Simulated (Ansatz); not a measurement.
Ansatz (a program for electronic structure) input (MP2/6-311+G**): The .json file is the Basis Set Exchange's 6-311+G**.

Ansatz 0.2 input:
```yaml
crystal:
  periodic: [false, false, false]
  atoms:
    - {symbol: C, position_ang: [0.55798013, -0.80249177, 0.02841444]}
    - {symbol: C, position_ang: [-0.70200109, -0.40341838, 0.06593373]}
    - {symbol: F, position_ang: [-1.74277738, -1.28535688, 0.18411089]}
    - {symbol: F, position_ang: [-1.29708299, 0.83279059, 0.00825950]}
    - {symbol: Cl, position_ang: [1.66016877, 0.66520926, -0.13514250]}
basis:
  gaussian:
    orbitals: 6-311+G__.json
total_charge: -1
magnetization: {spin_polarized: false}
correlation: {method: mp2, electrons: outside_noble_gas}
```

Output:

```
Functional definition: HF
integrals: 0.08 GiB planned
953 factors; integrals over basis functions are off by at most 9.0e-4 eV
mean field: 0.43 GiB planned
mean field evaluation 1: about -19973.2637 eV, gradient 3.5e1 eV
mean field evaluation 2: about -19973.3997 eV, gradient 3.5e1 eV
mean field evaluation 4: about -19976.5568 eV, gradient 3.6e0 eV
mean field evaluation 8: about -19976.6534 eV, gradient 5.8e-1 eV
mean field evaluation 16: about -19976.6562 eV, gradient 2.6e-6 eV
mean field -19976.65618156 eV, -734.1285740083 hartree, gradient 2.6e-6 eV, S^2 0.000000; 0 other end points of the search recorded, 0 dependent functions left out
9 core orbitals not correlated
reference -19976.65618156 eV, -734.1285740083 hartree; 15, 15 occupied and 95, 95 virtual orbitals, 953 factors
second order -22.41074562 eV of doubles, -0.00000000 eV of singles
Total energy: -19999.06692717 eV, -734.9521537192 hartree
```

The dipole moment of an ion depends on the origin.

The geometry given is a B3LYP-D3(BJ)/def2-TZVP minimum.
